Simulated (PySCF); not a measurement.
C4H13NSi, SMILES CC(C)N(C)[SiH3]. Atoms are numbered in the order given.

```xyz
19

C     -1.7075    -1.2893     0.6321
C     -0.9900     0.0157     0.2670
C     -1.7229     0.7673    -0.8535
N      0.4339    -0.2027    -0.0245
C      0.7563    -1.0266    -1.1769
Si     1.6301     0.8707     0.6395
H     -2.7293    -1.0809     0.9862
H     -1.1620    -1.8182     1.4281
H     -1.7937    -1.9650    -0.2337
H     -1.0188     0.6575     1.1650
H     -1.7744     0.1647    -1.7747
H     -2.7568     1.0036    -0.5559
H     -1.2096     1.7116    -1.0935
H      1.8412    -1.2117    -1.2125
H      0.4708    -0.5708    -2.1459
H      0.2656    -2.0133    -1.1197
H      1.8130     2.1714    -0.0909
H      2.9477     0.1706     0.6173
H      1.2318     1.2070     2.0372
```
Charge 0, spin multiplicity 1.

Coordinates come from a B3LYP-D3(BJ)/def2-SVP optimisation. One conformer was computed; it need not be the lowest.

Two levels are set side by side: PBE/pcSseg-1 (PySCF) and B3LYP/pcSseg-1 (PySCF). GIAO shifts against NH3 (¹⁵N), TMS (²⁹Si), TMS (¹H), TMS (¹³C) at the same level; non-relativistic, no solvent, atoms listed together averaged. Differences are taken from unrounded values.

```tsv
quantity	B3LYP	PBE	PBE minus B3LYP
δ(¹³C) of C2 (ppm)	56.0	57.7	1.6
δ(¹⁵N) of N4 (ppm)	35.6	39.4	3.8
δ(¹³C) of C5 (ppm)	31.3	31.6	0.3
δ(²⁹Si) of Si6 (ppm)	-47.6	-46.7	0.9
δ(¹H) of H10 (ppm)	3.32	3.53	0.21
```

Rough cost on one machine, each run with all the roots and properties that it gave: B3LYP against PBE within a factor of 2.
